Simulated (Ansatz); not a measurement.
Gas-phase electronic energies from Ansatz, PBE0-D4/def2-TZVP geometries. CBS: MP2 limit from def2 TZ/QZ plus the TZ coupled-cluster correction, frozen cores. Functionals use def2-TZVPP. B3LYP here is the variant with VWN-RPA as its local correlation; programs differ in this. def2 core potentials past Kr. For Te outer-core shells are correlated without core-valence functions, which leaves a few kJ/mol of doubt a bond. One conformer a species, not always the lowest.

Reaction (formal exchange of groups at a Te–Si bond): `C[Te][SiH](N)F` + `CC=N` → `C[Te]C(C)=N` + `N[SiH2]F`

CCSD(T)/CBS gives +0.68 eV.

Another level gave +0.63 eV. Which?
A. MP2/def2-TZVPP
B. ωB97M-V/def2-TZVPP
C. B3LYP/def2-TZVPP
D. HF/def2-TZVPP

A. MP2/def2-TZVPP 0.63, B3LYP 0.67, HF/def2-TZVPP 0.84, ωB97M-V 0.74 eV.

Largest T1 diagnostic among the species: 0.012.

In def2-TZVPP, CCSD(T) changes the Hartree–Fock value by −0.18 eV (the triples alone add −0.05 eV) and MP2 by −0.21 eV. From PBE to PBE0 (25 % exact exchange), in def2-TZVPP and without D4, ΔE moves by +0.09 eV.
